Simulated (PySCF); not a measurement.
Spectrum to structure. Level of theory: TDDFT CAM-B3LYP/def2-SVPD, vertical, gas phase, core orbitals frozen in the response (PySCF). Geometries: GFN2-xTB, one conformer each.

```
state  E (eV)  λ (nm)       f
   S1    5.47   226.9   0.019
   S2    5.86   211.5  0.0013
   S3    5.94   208.8   0.012
   S4    6.13   202.2  0.0067
   S5    6.25   198.4   0.011
   S6    6.58   188.4   0.011
   S7    6.67   185.8  0.0003
   S8    7.04   176.1   0.015
```

Orbital energies (eV): HOMO-3 -10.04, HOMO-2 -9.18, HOMO-1 -9.04, HOMO -7.98, LUMO 0.66, LUMO+1 1.09, LUMO+2 1.37.

Task: Which candidate is it? All have the formula C5H10SSi.
A. `C[Si@@H]1CC=CSC1`
B. `CCC#C[SiH2]SC`
C. `[SiH3]SC12CC(C1)C2`
D. `C/C=C/C=C\S[SiH3]`

Result: B. Its S1 lies at 5.47 eV; the nearest of the others has S1 at 5.21 eV. S1 is HOMO→LUMO (68%), HOMO→LUMO+1 (15%). Löwdin shares by element: HOMO sulfur 72%, carbon 10% or more, silicon 7%; LUMO carbon 30% or more, silicon 22%, sulfur 16% (atoms not listed hold the other 31%). At the same level the other candidates give, for their lowest levels:
- `[SiH3]SC12CC(C1)C2`: 5.74 eV (f 0.011); 6.22 eV (f 0.011); 6.76 eV (f 0.005); 6.95 eV (f 0.000); 7.10 eV (f 0.015); T1 5.41 eV; HOMO -8.04, LUMO 0.98 eV
- `C/C=C/C=C\S[SiH3]`: 4.90 eV (f 0.690); 5.21 eV (f 0.004); 5.58 eV (f 0.002); 6.02 eV (f 0.009); 6.27 eV (f 0.006); T1 2.91 eV; HOMO -7.07, LUMO 0.28 eV
- `C[Si@@H]1CC=CSC1`: 5.21 eV (f 0.047); 5.56 eV (f 0.006); 5.77 eV (f 0.107); 6.21 eV (f 0.018); 6.35 eV (f 0.010); T1 3.82 eV; HOMO -7.10, LUMO 1.05 eV

The values belong to the conformer `[CH3:1][CH2:2][C:3]#[C:4][SiH2:5][S:6][CH3:7]`: C4–Si5–S6–C7 58°.
Triplets come from the Tamm–Dancoff approximation.
